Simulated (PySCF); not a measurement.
Numbering as in the mapped SMILES `[CH3:1][Si:2]([CH3:3])([Cl:4])[Si:5]([CH3:6])([CH3:7])[Cl:8]`; H(Xn) means a hydrogen on atom n.

GIAO PBE0/pcSseg-1 shifts (PySCF 2.14, gas phase, non-relativistic, equivalent atoms averaged), each against references optimised in the same way as the molecule (TMS, HCl).

On the GFN2-xTB geometry: C1/C3/C6/C7 3.7, Si2/Si5 17.4, Cl4/Cl8 -19, H(C1)/H(C3)/H(C6)/H(C7) 0.47 ppm.

Q: What changes on the PBE0-D3(BJ)/def2-SVP geometry?

A: 
```csv
atoms,δ (ppm),change
C1/C3/C6/C7,2.2,-1.5
Si2/Si5,30.0,+12.6
Cl4/Cl8,-19,+0
H(C1)/H(C3)/H(C6)/H(C7),0.45,-0.02
```

Bonds between heavy atoms that differ most (equivalent bonds averaged): Si2–Cl4 2.053 → 2.099 Å, C1–Si2 1.909 → 1.873 Å, Si2–Si5 2.341 → 2.344 Å. Mean change of bonds to hydrogen: C–H +0.015 Å. The two structures also differ in conformation, which adds to the changes.
